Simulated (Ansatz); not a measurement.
Molecule: CH₂N (charge 0, doublet). It need not be the lowest isomer of its formula. 
Structure (B3LYP-D3(BJ)/def2-TZVP (Ansatz, an electronic-structure program) minimum search):
```xyz
4

C      0.0330     0.0062    -0.6452
N     -0.0307    -0.0059     0.5805
H      0.9162     0.2940    -1.2272
H     -0.8993    -0.2899     1.0349
```
Charge 0, spin multiplicity 2.

Total electronic energies in hartree. Valence correlation only, unless marked. UHF or UKS for open shells. Spin-orbit coupling is left out. No relativistic terms. Basis-set limits of correlation are two-point, X^-3; Hartree-Fock from the larger set. [CCSD(T)-MP2]/basis is that difference in the basis named.

```tsv
level	program	energy (Eh)
HF/aug-cc-pVQZ	Ansatz	-93.44460
HF/cc-pVQZ	Ansatz	-93.44394
PBE0-D3(BJ)/def2-TZVP	Ansatz + dftd3	-93.89187
B2GP-PLYP-D3(BJ)/def2-TZVPD	Ansatz + dftd3	-93.90758
RPA@PBE/cc-pVTZ	Ansatz	-93.97903
MP2/cc-pVQZ	Ansatz	-93.80224
RI-MP2/def2-TZVPPD	Ansatz	-93.77734
SCS-MP2/def2-SVP	Ansatz	-93.59447
SCS-MP2/cc-pVTZ	Ansatz	-93.76862
CCSD/cc-pVDZ	Ansatz	-93.70569
CCSD/def2-SVPD	Ansatz	-93.64389
CCSD/CBS(def2-TZVPPD,def2-QZVPPD)	Ansatz	-93.8329
CCSD(T)/aug-cc-pVDZ	Ansatz	-93.73738
RI-MP2/CBS(cc-pVTZ,cc-pVQZ)+[CCSD(T)-MP2]/cc-pVDZ	Ansatz	-93.8545
CCSD(T)/CBS(def2-TZVPPD,def2-QZVPPD)	Ansatz	-93.8522
```

Totals of different functionals don't rank their quality; only differences between species are comparable.
